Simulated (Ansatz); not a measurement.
H3BOSi, SMILES `B[Si]O` (lower singlet) (charge 0, multiplicity 1). This singlet lies 0.48 eV below the relaxed triplet at the level frozen-core CCSD(T)/cc-pVTZ // PBE0-D3(BJ)/def2-TZVP (Ansatz, a quantum-chemistry and plane-wave program).

All values below come from frozen-core CCSDT(Q)/6-31g // PBE0-D3(BJ)/def2-TZVP run with Ansatz.

Ansatz 0.2 input:
```yaml
crystal:
  periodic: [false, false, false]
  atoms:
    - { symbol: B, position_ang: [1.158035, 0.264862, 0.212392] }
    - { symbol: Si, position_ang: [-0.405695, -0.865048, -0.383735] }
    - { symbol: O, position_ang: [-1.659905, -0.050099, 0.348495] }
    - { symbol: H, position_ang: [1.818755, -0.035188, 1.169107] }
    - { symbol: H, position_ang: [1.607971, 1.13028, -0.487964] }
    - { symbol: H, position_ang: [-2.51916, -0.444806, 0.179852] }
basis:
  gaussian: { orbitals: "6-31g" }
correlation:
  method: ccsdt_q
```

Output:

```
Functional definition: HF
799 factors; integrals over basis functions are off by at most 9.7e-8 eV
mean field evaluation 1: about -10612.5744 eV, gradient 3.1e1 eV
mean field evaluation 2: about -10612.5766 eV, gradient 3.1e1 eV
mean field evaluation 4: about -10614.8408 eV, gradient 2.4e0 eV
mean field evaluation 8: about -10614.8776 eV, gradient 1.9e-3 eV
mean field evaluation 16: about -10614.8735 eV, gradient 4.9e-1 eV
mean field -10614.87762356 eV, -390.0895576433 hartree, gradient 7.7e-6 eV, S^2 0.000000; 0 other end points of the search recorded, 0 dependent functions left out
7 core orbitals not correlated
reference -10614.87762356 eV, -390.0895576433 hartree; 8, 8 occupied and 22, 22 virtual orbitals, 799 factors
second order -5.89910509 eV of doubles, -0.00000000 eV of singles
cycle   1  -6.20737705 eV  change   -3.1e-1 eV  update   1.0e-1
cycle   2  -6.53638855 eV  change   -3.3e-1 eV  update   5.0e-2
cycle   3  -6.75182510 eV  change   -2.2e-1 eV  update   3.0e-2
cycle   4  -6.75569660 eV  change   -3.9e-3 eV  update   9.9e-3
cycle   5  -6.75008675 eV  change    5.6e-3 eV  update   6.2e-3
cycle   6  -6.75244463 eV  change   -2.4e-3 eV  update   3.2e-3
cycle   7  -6.75323947 eV  change   -7.9e-4 eV  update   2.0e-3
cycle   8  -6.75247087 eV  change    7.7e-4 eV  update   1.1e-3
cycle   9  -6.75273770 eV  change   -2.7e-4 eV  update   5.9e-4
cycle  10  -6.75323190 eV  change   -4.9e-4 eV  update   3.0e-4
cycle  11  -6.75298489 eV  change    2.5e-4 eV  update   1.4e-4
cycle  12  -6.75296594 eV  change    1.9e-5 eV  update   6.4e-5
cycle  13  -6.75298070 eV  change   -1.5e-5 eV  update   3.1e-5
cycle  14  -6.75296394 eV  change    1.7e-5 eV  update   1.4e-5
cycle  15  -6.75296863 eV  change   -4.7e-6 eV  update   6.8e-6
cycle  16  -6.75297627 eV  change   -7.6e-6 eV  update   3.7e-6
cycle  17  -6.75297658 eV  change   -3.1e-7 eV  update   2.0e-6
perturbative correction -0.02154239 eV, -0.0007916681 hartree
Total energy: -10621.65214252 eV, -390.3385166234 hartree
```
